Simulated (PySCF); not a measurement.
This script is equivalent to a calculation on Sn³⁺ (tin, charge +3).

```python
from pyscf import gto, scf, dft, mp, cc
import basis_set_exchange as bse
txt = bse.get_basis("def2-TZVP", elements=["Sn"], fmt="nwchem", header=False)
cut = txt.index("\nECP")
mol = gto.M(atom="Sn 0 0 0", charge=3, spin=1, symmetry="D2h",
            basis=gto.basis.parse(txt[:cut]),
            ecp={"Sn": gto.basis.parse_ecp(txt[cut:])})
mf = dft.UKS(mol, xc="MN15")
mf.irrep_nelec = {'Ag': (4, 3), 'B1g': (1, 1), 'B2g': (1, 1), 'B3g': (1, 1), 'B1u': (1, 1), 'B2u': (1, 1), 'B3u': (1, 1)}
mf.kernel()
```

Q: What total energy does it give?

A: -211.876 hartree (calculated).

Q: Which occupied shell lies highest, and where?

A: 5s α, at -38.194 eV.

Q: What is ⟨S²⟩, and what would a pure spin state give?

A: 0.750, against 0.75.

Energies and moments cover only the electrons outside the core potential.
